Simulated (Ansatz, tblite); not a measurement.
Forces on SbMe2H (C2H7Sb) at its r2SCAN-D4/def2-SVP geometry. The state is a singlet with charge 0.

In the def2 sets Sb takes a core potential; there is no spin–orbit coupling. The xTB rows come from tblite.

GFN1-xTB (tblite), largest force 0.44 eV/Å:

```xyz
10
positions Å, forces eV/Å
Sb    0.664    0.755    0.882    0.152   -0.016   -0.026
C    -0.273    1.207   -1.039   -0.009    0.009   -0.077
H    -1.344    1.398   -0.877    0.409   -0.078   -0.155
H    -0.152    0.366   -1.735   -0.128    0.375    0.162
H     0.183    2.110   -1.472   -0.237   -0.367    0.080
C    -0.186   -1.253    1.003   -0.004   -0.078   -0.005
H     0.328   -1.827    1.788   -0.258    0.137   -0.334
H    -0.084   -1.775    0.042   -0.115    0.084    0.404
H    -1.251   -1.174    1.266    0.409   -0.120   -0.124
H     2.116    0.193    0.142   -0.218    0.055    0.075
```

GFN2-xTB (tblite), largest force 0.51 eV/Å:

```
Sb -0.126 -0.157 -0.184
C -0.089 0.070 -0.189
H 0.482 -0.098 -0.094
H -0.058 0.373 0.317
H -0.209 -0.430 0.191
C -0.078 -0.203 0.037
H -0.237 0.259 -0.377
H -0.050 0.240 0.428
H 0.479 -0.054 -0.135
H -0.115 0.000 0.004
```

PBE0-D4/def2-TZVP (Ansatz), largest force 0.54 eV/Å:

```
Sb -0.156 -0.332 -0.393
C -0.038 0.050 -0.039
H 0.306 -0.059 -0.031
H -0.023 0.235 0.228
H -0.119 -0.258 0.137
C -0.034 -0.049 0.043
H -0.136 0.178 -0.222
H -0.019 0.179 0.274
H 0.304 -0.007 -0.077
H -0.084 0.063 0.079
```
